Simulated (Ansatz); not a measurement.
`FC(F)(F)S[SiH3]` and `FC(F)(F)F` differ in one atom or group.

Ansatz, PBE0-D4/def2-TZVP geometries, multiplicity 1. 

| property | `FC(F)(F)S[SiH3]` |
| --- | --- |
| LUMO energy (ωB97M-V/def2-TZVPP) / eV | 1.46 |
| LUMO energy (PBE/def2-TZVPP) / eV | -1.32 |
| HOMO energy (PBE0/def2-TZVPP) / eV | -8.04 |
| size of the dipole moment (B3LYP/def2-TZVPP) / D | 1.85 |
| HOMO–LUMO gap (ωB97M-V/def2-TZVPP) / eV | 11.72 |
| zero-point energy (PBE0-D4/def2-TZVP) / kJ/mol | 108.0 |

Q: Give the same properties after the change, and the shifts. (An estimate is asked.)

A: The calculation gave: 
```csv
property,`FC(F)(F)F`,shift
LUMO energy (ωB97M-V/def2-TZVPP) / eV,4.31,2.85
LUMO energy (PBE/def2-TZVPP) / eV,1.74,3.06
HOMO energy (PBE0/def2-TZVPP) / eV,-12.61,-4.57
size of the dipole moment (B3LYP/def2-TZVPP) / D,0.00,-1.85
HOMO–LUMO gap (ωB97M-V/def2-TZVPP) / eV,19.46,7.74
zero-point energy (PBE0-D4/def2-TZVP) / kJ/mol,45.3,-62.7
```

With PBE0 the HOMO falls by 4.57 eV and the LUMO rises by 3.16 eV, so the gap widens by about 7.73 eV. PBE moves the HOMO by -3.59 eV and ωB97M-V by -4.89 eV. The zero-point energy changes by -62.7 kJ/mol with -12 modes.

Positive LUMOs are unbound, so they and the gaps depend on the basis.

B3LYP here is the variant with VWN-RPA as its local correlation; programs differ in this.
